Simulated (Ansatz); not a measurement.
Reaction (SMILES): [SiH3]P → [SiH3] (SiH3) + [PH2] (PH2) (the P-Si bond at the site shown breaks; other sites are not compared here)
Each molecule is optimised on its own at B3LYP-D3(BJ)/def2-TZVP (Ansatz, an electronic-structure program).

Wanted: bond dissociation energy (electronic energy difference), in kcal/mol. Valence correlation only, unless marked. UHF or UKS for open shells. No spin-orbit coupling. Non-relativistic. Basis-set limits of correlation are two-point, X^-3; Hartree-Fock from the larger set. The bracket is a focal-point correction in the basis named.

RI-MP2/CBS(aug-cc-pV(T+d)Z,aug-cc-pV(Q+d)Z)+[CCSD(T)-MP2]/aug-cc-pV(T+d)Z (Ansatz) gives 75.0 kcal/mol.

Task: Another calculation gave 75.8 kcal/mol. Which level was it?
A) wB97X-V/def2-TZVPD (Ansatz)
B) BHLYP/def2-TZVPD (Ansatz)
C) SVWN5/def2-TZVPD (Ansatz)
D) PBE0/def2-TZVPD (Ansatz)

Result: A, wB97X-V/def2-TZVPD (Ansatz). The others give 71.7 (PBE0), 68.0 (BHLYP), 84.4 (SVWN5) kcal/mol.
